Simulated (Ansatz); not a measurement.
H2AlO, SMILES `[OH][AlH-]` (lower singlet; H–O–Al–H torsion 180°) (charge -1, multiplicity 1). This singlet lies 1.11 eV below the relaxed triplet at the level frozen-core CCSD(T)/aug-cc-pVTZ // PBE0-D3(BJ)/def2-TZVPD (Ansatz, a program for electronic structure).

Cartesian coordinates (Å):
SMILES: [OH][AlH-]
```xyz
4

O     -0.7990    -0.4052     0.0317
Al     0.5809     0.7304    -0.0633
H     -1.6198     0.0867    -0.0195
H      1.8379    -0.4119     0.0512
```
Charge -1, spin multiplicity 1.

Frozen-core energies in aug-cc-pVDZ from Ansatz at a geometry from PBE0-D3(BJ)/def2-TZVPD; the HF reference has <S^2> = 0.00 (restricted, and unstable towards unrestricted orbitals) and the T1 diagnostic is 0.019.

```json
[
 {"level": "HF", "energy (Ha)": "-317.97479"},
 {"level": "MP2", "energy (Ha)": "-318.26264"},
 {"level": "CCSD", "energy (Ha)": "-318.28357"}
]
```

Question: Estimate the energies of CCSD(T), CCSDT and CCSDT(Q), and give each level's difference from CCSDT(Q).

Answer: 
```
level     energy (Ha)  difference from CCSDT(Q) (mHa)
--------  -----------  ------------------------------
MP2        -318.26264                           31.98
CCSD       -318.28357                           11.05
CCSD(T)    -318.29306                            1.56
CCSDT      -318.29378                            0.84
CCSDT(Q)   -318.29462                            0.00
```
